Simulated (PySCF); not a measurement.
Spectrum to structure. Method: PySCF 2.14.0, density-fitted response routines, TDDFT wB97X-D/def2-SVPD, vertical, gas phase, core orbitals frozen in the response. Geometries: GFN2-xTB, one conformer each.

```
state  E (eV)       f
   S1    4.29   0.308
   S2    5.32  0.0009
   S3    6.12  0.0002
   S4    6.21  0.0084
   S5    6.30   0.033
   S6    6.70   0.012
   S7    6.80  0.0027
   S8    7.00  0.0021
```

Triplets computed (Tamm–Dancoff): 2.52, 4.54, 5.08 eV.

Problem. Which structure fits? All have the formula C8H8.
A. `C=Cc1ccccc1`
B. `C=C1C=CC=CC=C1`
C. `C#CC1=CC=CCC1`

Solution. C. Its S1 lies at 4.29 eV; the nearest of the others has S1 at 5.08 eV. S1 is HOMO→LUMO (97%). Löwdin shares by element: HOMO carbon 63% or more (atoms not listed hold the other 37%); LUMO carbon 64% or more (atoms not listed hold the other 36%). At the same level the other candidates give, for their lowest levels:
- `C=Cc1ccccc1`: 5.08 eV (f 0.164); 5.25 eV (f 0.221); 6.41 eV (f 0.287); 6.70 eV (f 0.468); 6.96 eV (f 0.015); T1 3.35 eV; HOMO -8.32, LUMO 0.58 eV
- `C=C1C=CC=CC=C1`: 2.83 eV (f 0.014); 4.62 eV (f 0.345); 5.76 eV (f 0.000); 6.21 eV (f 0.632); 6.30 eV (f 0.003); T1 1.90 eV; HOMO -7.22, LUMO -0.14 eV
